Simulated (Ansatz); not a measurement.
The cluster Pb4O3, 7 atoms. Hardware: 4 threads of Intel Xeon 6975P-C on a shared host.

In the def2 sets Pb takes a core potential; there is no spin–orbit coupling. Correlated methods freeze 19 core orbitals; core or outer-core shells of Pb are correlated, in sets that lack core-valence functions.

(1) How many basis functions does each of these Ansatz runs have, and roughly what does it cost? CCSD(T)/def2-SVP, charge 0 singlet, energy, from earlier orbitals; PBE0-D4/def2-TZVP, charge 0 singlet, energy, from earlier orbitals; PBE0-D4/def2-SVP, charge 0 singlet, energy, from earlier orbitals; RPA@PBE/def2-TZVP, charge 0 singlet, energy, from earlier orbitals; PBE0-D4/def2-TZVP, charge 1 doublet at the geometry of the charge 0 singlet, energy; PBE-D4/def2-SVP, charge 0 singlet, energy, from earlier orbitals; PBE0-D4/def2-TZVPD, charge 0 singlet, energy, from earlier orbitals; PBE0-D4/def2-TZVP, charge 0 triplet at the geometry of the charge 0 singlet, energy; CAM-B3LYP-D4/def2-SVP, charge -1 doublet at the geometry of the charge 0 singlet, energy, from earlier orbitals; MP2/def2-TZVP, charge 0 singlet, energy, from earlier orbitals; r2SCAN-D4/def2-TZVP, charge 0 singlet, energy, from earlier orbitals; PBE-D4/def2-TZVP, charge 0 singlet, energy and forces, from earlier orbitals.

Results:

(1) Other jobs shared the machine, so times can vary by a factor of up to 3. A dash marks memory too small to be measured apart from the calling script's.

| run | functions | fitting or Cholesky vectors | wall time | peak host memory (GiB) |
| --- | --- | --- | --- | --- |
| PBE-D4/def2-SVP, charge 0 singlet, energy, from earlier orbitals | 146 | 1613 | 1.1 s | – |
| PBE0-D4/def2-SVP, charge 0 singlet, energy, from earlier orbitals | 146 | 1766 | 2.4 s | – |
| PBE-D4/def2-TZVP, charge 0 singlet, energy and forces, from earlier orbitals | 293 | 1981 | 3.3 s | – |
| r2SCAN-D4/def2-TZVP, charge 0 singlet, energy, from earlier orbitals | 293 | 1981 | 5.5 s | – |
| PBE0-D4/def2-TZVP, charge 0 singlet, energy, from earlier orbitals | 293 | 2173 | 7.5 s | 1.3 |
| PBE0-D4/def2-TZVPD, charge 0 singlet, energy, from earlier orbitals | 344 | 2436 | 8.5 s | 1.7 |
| MP2/def2-TZVP, charge 0 singlet, energy, from earlier orbitals | 293 | 2564 | 12 s | 1.5 |
| RPA@PBE/def2-TZVP, charge 0 singlet, energy, from earlier orbitals | 293 | 2564 | 13 s | 1.5 |
| PBE0-D4/def2-TZVP, charge 1 doublet at the geometry of the charge 0 singlet, energy | 293 | 2564 | 15 s | 1.9 |
| CAM-B3LYP-D4/def2-SVP, charge -1 doublet at the geometry of the charge 0 singlet, energy, from earlier orbitals | 146 | 1766 | 19 s | 1.2 |
| CCSD(T)/def2-SVP, charge 0 singlet, energy, from earlier orbitals | 146 | 1766 | 24 s | 1.8 |
| PBE0-D4/def2-TZVP, charge 0 triplet at the geometry of the charge 0 singlet, energy | 293 | 2564 | 32 s | 2.2 |
